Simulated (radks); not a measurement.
Results of a calculation; reference values are marked as such.
Numerical settings for the erbium ion Er+, [Xe] 4f12 6s1. Level of theory: scalar-relativistic Kohn-Sham, PBEsol, spin-unpolarised, spherical densities, point nucleus (a radial shooting solver on a logarithmic mesh with Libxc functionals). The defaults (mesh step 0.008 in ln r, mesh end at 40 bohr or more with all orbitals vanishing there, Anderson mixing 0.5 over 9 steps, residual threshold near 1e-9 with the energy settled to 1e-9 hartree or 1e-11 of itself, here a cap of 82 iterations) give E = -13081.9451 hartree and 6s at -9.046 eV in 16 iterations. Run on one thread of a shared host, so times are rough (Arm Neoverse V2): 0.16 s of CPU time, 0.16 s wall, 16 iterations on 2648 mesh points. Changes against that run (0 stands for a change within the tolerance of the run):

| setting | iterations | converged | E (mhartree) | e(6s) (meV) | CPU (s) |
|---|---|---|---|---|---|
| mesh step in ln r 0.003 | 16 | yes | 0 | 0 | 0.42 |
| mesh step in ln r 0.005 | 16 | yes | 0 | 0 | 0.25 |
| mesh step in ln r 0.02 | 16 | yes | 0 | 0 | 0.08 |
| mesh end (bohr) 20 | 16 | yes | 0 | 0 | 0.16 |
| mesh end (bohr) 2 | 14 | level above zero | +1.29e+04 | +1.69e+05 | 0.12 |
| residual threshold 0.1 | 12 | yes | 0 | +0.035 | 0.14 |
| residual threshold 0.001 | 12 | yes | 0 | +0.035 | 0.13 |
| mixing 2.5 | 31 | yes | 0 | 0 | 0.3 |
| linear mixing, mixing 0.5 | 82 | no | +5.4e+03 | -1.1e+03 | 1.1 |
| linear mixing, mixing 0.05 | 82 | no | -1.18 | -54.1 | 0.73 |
| mixing history 2 | 26 | yes | 0 | 0 | 0.23 |
| iteration cap 3 | 3 | no | +127 | -1.18e+03 | 0.04 |

Settled on a wrong energy, with an occupied level pushed above zero by the early mesh end: mesh end (bohr) 2 (+12.9 hartree). Apart from these: no run marked as converged misses the energy by more than 1 mhartree. A mesh that ends early acts as a hard wall.
